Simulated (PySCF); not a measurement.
C₁₀H₁₀O.
Atom-mapped SMILES: `[CH3:1][O:2][C:3]1=[CH:4][CH:5]=[CH:6][C:7]12[CH:8]=[CH:9][CH:10]=[CH:11]2` (hydrogens: H12, H13, H14 on C1; H15 on C4; H16 on C5; H17 on C6; H18 on C8; H19 on C9; H20 on C10; H21 on C11)

Computed by this run: PBE0-D3(BJ)/def2-SVP geometry optimisation, gas phase (PySCF); density fitting, grid level 2; the optimiser is geomeTRIC in internal coordinates, started from a GFN2-xTB structure.

Step 0: E = -12554.2635 eV
```
atom  x, y, z in Å  |  force x, y, z in eV/Å
C1      2.7126    1.1957    0.0509   -0.525  -0.042   0.126
O2      1.3436    1.0062    0.3231   -0.173  -0.552  -0.353
C3      0.7623   -0.0563   -0.2671    0.081   0.844   0.583
C4      1.2508   -1.0020   -1.0904    0.342   0.021  -0.083
C5      0.1800   -1.9165   -1.4277    0.022   0.040   0.015
C6     -0.9530   -1.5439   -0.8241   -0.189   0.187   0.196
C7     -0.7083   -0.3020   -0.0065    0.077   0.135   0.068
C8     -1.5867    0.8551   -0.3949    0.222  -0.172  -0.140
C9     -2.2941    1.2592    0.6647   -0.072   0.066   0.007
C10    -1.9539    0.4382    1.8110   -0.041   0.013   0.086
C11    -1.0384   -0.4668    1.4511    0.199  -0.131  -0.205
H12     3.0112    2.0871    0.5990    0.153   0.244   0.137
H13     2.8850    1.3479   -1.0191    0.057   0.034  -0.312
H14     3.3034    0.3389    0.3898    0.183  -0.244   0.088
H15     2.2568   -1.0958   -1.4549    0.578   0.025  -0.156
H16     0.3092   -2.7652   -2.0758    0.008  -0.485  -0.348
H17    -1.9193   -2.0084   -0.8695   -0.542  -0.298  -0.054
H18    -1.6001    1.2470   -1.3945   -0.041   0.268  -0.559
H19    -3.0091    2.0626    0.6905   -0.384   0.455  -0.060
H20    -2.3856    0.5602    2.7887   -0.201   0.008   0.565
H21    -0.5754   -1.2240    2.0554    0.243  -0.416   0.398
```

Question: Estimate the geometry and energy of step 1. (The exact step hangs on the optimiser's Hessian estimate; all steps are aligned on step 0, rigid shifts and turns removed.)

Answer: E = -12554.3393 eV, largest force 0.121 eV/Å
```
atom  x, y, z in Å  |  force x, y, z in eV/Å
C1      2.7038    1.1896    0.0487    0.077   0.020  -0.011
O2      1.3407    0.9984    0.3166    0.066   0.090   0.047
C3      0.7678   -0.0502   -0.2645   -0.052  -0.086  -0.047
C4      1.2720   -0.9979   -1.0930    0.054   0.011  -0.008
C5      0.1846   -1.9173   -1.4292    0.009  -0.090  -0.067
C6     -0.9577   -1.5438   -0.8226   -0.055  -0.014   0.004
C7     -0.7050   -0.2948   -0.0028    0.015  -0.018  -0.019
C8     -1.5850    0.8664   -0.4002    0.002   0.021  -0.053
C9     -2.3065    1.2654    0.6633   -0.060   0.079  -0.012
C10    -1.9625    0.4354    1.8216   -0.030   0.003   0.093
C11    -1.0323   -0.4678    1.4613    0.030  -0.042   0.037
H12     3.0214    2.0864    0.5963   -0.024  -0.019  -0.006
H13     2.8826    1.3401   -1.0318   -0.023  -0.011   0.036
H14     3.3040    0.3248    0.3865   -0.037   0.022  -0.010
H15     2.2972   -1.0778   -1.4539   -0.026   0.005   0.011
H16     0.3014   -2.7840   -2.0850   -0.010   0.038   0.030
H17    -1.9355   -2.0228   -0.8761    0.033   0.023   0.007
H18    -1.6015    1.2746   -1.4119    0.004  -0.019   0.038
H19    -3.0355    2.0792    0.6749    0.026  -0.033  -0.003
H20    -2.3994    0.5440    2.8172    0.016  -0.008  -0.038
H21    -0.5633   -1.2309    2.0842   -0.016   0.029  -0.029
```

The energy changes by -0.0758 eV. The first-order estimate −F·Δx gives -0.1590 eV and the mean of the old and new forces, exact on a quadratic surface, -0.0764 eV. The step makes an angle of 45° with the force vector and moves no atom by more than 0.044 Å.

What follows is the cost of the whole optimisation. On Intel Xeon Platinum 8488C, one thread, no GPU (shared host), this took 1.8 min and 0.94 GiB of memory at its peak.
